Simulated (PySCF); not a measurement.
# Computed spin Hamiltonian

Compound: C5H11Si2 (doublet state).
Z-matrix (Å and degrees, GFN2-xTB geometry), rows numbered from 1:
```
C 
C   1  1.4586
C   2  1.2945  1  142.76
C   3  1.5104  2  125.66  1     0.04
Si  4  1.9304  3  116.45  2   126.67
C   5  1.9180  4   87.29  3   127.26
Si  6  1.9182  5   92.74  4    -6.41
H   1  1.0979  2  111.83  3     0.10
H   1  1.0913  2  110.24  3  -120.09
H   1  1.0914  2  110.29  3   120.35
H   3  1.0845  2  120.58  1  -179.96
H   4  1.0920  3  108.13  2     0.06
H   5  1.4644  4  115.35  3  -115.07
H   5  1.4638  4  113.33  3    12.67
H   6  1.0868  5  113.69  4   110.96
H   6  1.0864  5  115.10  4  -125.85
H   7  1.4639  4  113.27  3   -12.73
H   7  1.4646  4  115.41  3   115.01
```

The hyperfine couplings belong to this conformer and change with its torsions.

The species is `C/[C]=C\C1[SiH2]C[SiH2]1` [radical].

Theory: UKS B3LYP, pcH-1 on C H Si, non-relativistic, mean-field spin-orbit, GIAO in PySCF. The structure is a single GFN2-xTB conformer in the gas phase; no vibrational or solvent corrections. A GFN2-xTB geometry isn't a minimum of the functional, and hyperfine couplings can be far from their values at a DFT geometry. Stability of the SCF solution: not tested.

```
g1, g2, g3        : 2.00180, 2.00233, 2.00291
g_iso             : 2.00235
Form of g         : rhombic: the two nearest values differ by 47 % of g3 − g1
⟨S²⟩              : 0.7585 (exact 0.7500)
α and β electrons : 35, 34
Total energy      : -776.08009 Eh
```

Isotropic coupling and dipolar principal values T1 to T3, in G; ρ(0) is the spin density at the nucleus (MHz turned into gauss with g_iso; 10 G = 1 mT):

```json
{"atom": "C1", "isotope": "13C", "a_iso": "6.5", "of which spin–orbit": "0.0", "T1": "-1.6", "T2": "-1.4", "T3": "3.0", "Mulliken spin population": "-0.05", "ρ(0) (bohr⁻³)": "0.0163"}
{"atom": "C2", "isotope": "13C", "a_iso": "98.3", "of which spin–orbit": "0.0", "T1": "-29.0", "T2": "-21.6", "T3": "50.6", "Mulliken spin population": "0.99", "ρ(0) (bohr⁻³)": "0.2452"}
{"atom": "C3", "isotope": "13C", "a_iso": "-1.6", "of which spin–orbit": "0.0", "T1": "-6.3", "T2": "0.6", "T3": "5.7", "Mulliken spin population": "-0.15", "ρ(0) (bohr⁻³)": "-0.0041"}
{"atom": "C4", "isotope": "13C", "a_iso": "23.0", "of which spin–orbit": "0.0", "T1": "-2.8", "T2": "-2.6", "T3": "5.4", "Mulliken spin population": "0.08", "ρ(0) (bohr⁻³)": "0.0574"}
{"atom": "Si5", "isotope": "29Si", "a_iso": "3.7", "of which spin–orbit": "0.0", "T1": "-0.3", "T2": "0.1", "T3": "0.2", "Mulliken spin population": "0.00", "ρ(0) (bohr⁻³)": "-0.0116"}
{"atom": "C6", "isotope": "13C", "a_iso": "2.0", "of which spin–orbit": "0.0", "T1": "-0.2", "T2": "-0.2", "T3": "0.3", "Mulliken spin population": "0.00", "ρ(0) (bohr⁻³)": "0.0050"}
{"atom": "Si7", "isotope": "29Si", "a_iso": "3.7", "of which spin–orbit": "0.0", "T1": "-0.3", "T2": "0.1", "T3": "0.2", "Mulliken spin population": "0.00", "ρ(0) (bohr⁻³)": "-0.0116"}
{"atom": "H8", "isotope": "1H", "a_iso": "49.4", "of which spin–orbit": "0.0", "T1": "-2.0", "T2": "-0.7", "T3": "2.7", "Mulliken spin population": "0.07", "ρ(0) (bohr⁻³)": "0.0310"}
{"atom": "H9", "isotope": "1H", "a_iso": "9.5", "of which spin–orbit": "0.0", "T1": "-2.4", "T2": "-1.9", "T3": "4.2", "Mulliken spin population": "0.01", "ρ(0) (bohr⁻³)": "0.0059"}
{"atom": "H10", "isotope": "1H", "a_iso": "9.6", "of which spin–orbit": "0.0", "T1": "-2.4", "T2": "-1.9", "T3": "4.2", "Mulliken spin population": "0.01", "ρ(0) (bohr⁻³)": "0.0060"}
{"atom": "H11", "isotope": "1H", "a_iso": "36.8", "of which spin–orbit": "0.0", "T1": "-2.3", "T2": "-1.9", "T3": "4.2", "Mulliken spin population": "0.04", "ρ(0) (bohr⁻³)": "0.0231"}
{"atom": "H12", "isotope": "1H", "a_iso": "-1.7", "of which spin–orbit": "0.0", "T1": "-2.2", "T2": "-0.2", "T3": "2.4", "Mulliken spin population": "0.00", "ρ(0) (bohr⁻³)": "-0.0011"}
{"atom": "H13", "isotope": "1H", "a_iso": "-0.2", "of which spin–orbit": "0.0", "T1": "-0.3", "T2": "-0.2", "T3": "0.5", "Mulliken spin population": "0.00", "ρ(0) (bohr⁻³)": "-0.0001"}
{"atom": "H14", "isotope": "1H", "a_iso": "0.0", "of which spin–orbit": "0.0", "T1": "-0.3", "T2": "-0.3", "T3": "0.6", "Mulliken spin population": "0.00", "ρ(0) (bohr⁻³)": "0.0000"}
{"atom": "H15", "isotope": "1H", "a_iso": "-0.1", "of which spin–orbit": "0.0", "T1": "-0.2", "T2": "-0.1", "T3": "0.4", "Mulliken spin population": "0.00", "ρ(0) (bohr⁻³)": "-0.0001"}
{"atom": "H16", "isotope": "1H", "a_iso": "1.4", "of which spin–orbit": "0.0", "T1": "-0.2", "T2": "-0.1", "T3": "0.3", "Mulliken spin population": "0.00", "ρ(0) (bohr⁻³)": "0.0008"}
{"atom": "H17", "isotope": "1H", "a_iso": "0.0", "of which spin–orbit": "0.0", "T1": "-0.3", "T2": "-0.3", "T3": "0.6", "Mulliken spin population": "0.00", "ρ(0) (bohr⁻³)": "0.0000"}
{"atom": "H18", "isotope": "1H", "a_iso": "-0.2", "of which spin–orbit": "0.0", "T1": "-0.3", "T2": "-0.2", "T3": "0.5", "Mulliken spin population": "0.00", "ρ(0) (bohr⁻³)": "-0.0001"}
```

The largest Mulliken spin populations are on C2 (+0.99), C3 (-0.15), C4 (+0.08) and H8 (+0.07). C2 is the only atom above +0.15.

Axes: g1 points within 15° of the C1–C2 bond and g2 points within 14° of the C3–C4 bond.

Under fast tumbling the dipolar parts average out, and these isotropic splittings remain: 1 × 1H (H11, I = 1/2, 2 lines) with 3.68 mT, 3 × 1H (H8/H9/H10, I = 1/2, 4 lines) with 2.28 mT, 1 × 1H (H12, I = 1/2, 2 lines) with 0.17 mT and 1 × 1H (H16, I = 1/2, 2 lines) with 0.14 mT.

Means are taken over nuclei equivalent by connectivity, which assumes that they swap fast. The three 1H nuclei of mean +64.0 MHz run from 26.5 to 138.4 MHz in the frozen geometry.

The 13C coupling of C2 (275.6 MHz) shows only in satellite lines or after enrichment, since that isotope makes up about 1.07 % of natural carbon.

The 29Si coupling of Si5/Si7 (mean 10.3 MHz) shows only in satellite lines or after enrichment, since that isotope makes up about 4.7 % of natural silicon.

Time: 2.1 min of wall time (grids of density and orbitals included); peak memory 1.1 GiB. Hardware: one thread, Arm Neoverse V1 (aarch64), no GPU, shared host with 32 logical CPUs at a one-minute load of 26.
